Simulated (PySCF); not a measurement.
**Static response to an electric field**

Species: C₄H₇OPSi.
Structure used (GFN2-xTB), in Å, numbered top down from 1:
```
atom  x, y, z in Å
C1     2.6537   -0.3529    0.1485
C2     1.3312    0.3123   -0.0232
O3     0.2470   -0.4678    0.0931
C4    -0.8993    0.2160   -0.0829
Si5   -2.4793   -0.7857    0.0862
C6    -0.7097    1.5407   -0.3390
P7     1.0010    1.9657   -0.3634
H8     2.8039   -1.1072   -0.6248
H9     2.7050   -0.8519    1.1164
H10    3.4483    0.3850    0.0844
H11   -2.7716   -0.9822    1.5079
H12   -3.5513   -0.0292   -0.5572
H13   -2.2664   -2.0778   -0.5643
H14   -1.5133    2.2345   -0.5039
```

Level: CAM-B3LYP/def2-SVPD (PySCF), static field, nuclei fixed, core orbitals frozen in the response. The polarisability tensor in these axes (au):

```
x   123.62   7.77  -0.37
y     7.77 106.57  -6.81
z    -0.37  -6.81  73.20
```

Question: Diagonalise the tensor; give its mean and Δα, where Δα² is half the sum of the squared differences of the eigenvalues.

Answer: Principal values 71.84, 104.77 and 126.78 au; mean 101.13 au = 14.99 Å³ = 16.67 × 10⁻⁴⁰ C²·m²/J; Δα = 47.89 au (47 % of the mean).

Question: What is the dipole moment, and where does it point?

Answer: (-0.13, -0.83, 0.15) D, 0.85 D in size, pointing from the negative to the positive side. Measured along this direction, the outermost atoms are P7 and H14 at the negative end and H13 at the positive end.

Question: Find the Langevin capture rate constant for H3O+ (19.018 u) meeting this molecule (130.000 u), k = 2.342 × 10⁻⁹ cm³/s × √(α in Å³ / reduced mass in u).

Answer: The reduced mass is 16.59 u, so k = 2.23 × 10⁻⁹ cm³/s. The formula leaves out the permanent dipole, which adds to the capture rate.

Question: What depolarisation ratio follows for Rayleigh scattering of linearly polarised light, taking the static tensor?

Answer: ρ = 3Δα²/(45ᾱ² + 4Δα²) = 6880.3/(460232 + 9173.8) = 0.0147.

Question: Refractivity n − 1 of an ideal gas of it at 400 K and 1 atm, from the electronic α?

Answer: N = p/kT = 1.8347 × 10¹⁹ cm⁻³, so n − 1 = 2π × N × 14.99 × 10⁻²⁴ cm³ = 1728 × 10⁻⁶ at long wavelengths, for an ideal gas.

Question: Give the principal axes and the span of the nuclei along them.

Answer: Largest value along (0.93, 0.37, -0.05), where the nuclei span 6.60 Å; middle along (-0.38, 0.91, -0.19), 4.70 Å; least along (-0.02, 0.20, 0.98), 2.26 Å. The response follows the extents in order.

Geometry: GFN2-xTB; no solvent, vibrations or thermal averaging.
